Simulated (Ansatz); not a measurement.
One change: `C=C(CC)CC` becomes `C=C([SiH3])CC`.

Ansatz, PBE0-D4/def2-TZVP geometries, multiplicity 1. Each molecule was computed in one conformer, which needn't be the lowest.

```
                                          property  `C=C(CC)CC`
    size of the dipole moment (PBE/def2-TZVPP) / D         0.59
                 LUMO energy (PBE/def2-TZVPP) / eV        -0.51
                LUMO energy (PBE0/def2-TZVPP) / eV         0.51
           HOMO–LUMO gap (ωB97M-V/def2-TZVPP) / eV        11.79
             HOMO–LUMO gap (B3LYP/def2-TZVPP) / eV         7.08
size of the dipole moment (ωB97M-V/def2-TZVPP) / D         0.55
```

Q: Give the same properties after the change, and the shifts. (Estimate.)

A: Ansatz gave: 
```csv
property,`C=C([SiH3])CC`,shift
size of the dipole moment (PBE/def2-TZVPP) / D,0.89,0.30
LUMO energy (PBE/def2-TZVPP) / eV,-1.27,-0.76
LUMO energy (PBE0/def2-TZVPP) / eV,-0.26,-0.77
HOMO–LUMO gap (ωB97M-V/def2-TZVPP) / eV,11.62,-0.17
HOMO–LUMO gap (B3LYP/def2-TZVPP) / eV,6.90,-0.18
size of the dipole moment (ωB97M-V/def2-TZVPP) / D,0.87,0.32
```

With PBE0 the HOMO falls by 0.58 eV and the LUMO falls by 0.77 eV, so the gap narrows by about 0.19 eV. PBE moves the HOMO by -0.58 eV and ωB97M-V by -0.56 eV. Dipoles are sizes alone; their direction can turn.

B3LYP here is the variant with VWN-RPA as its local correlation; programs differ in this.
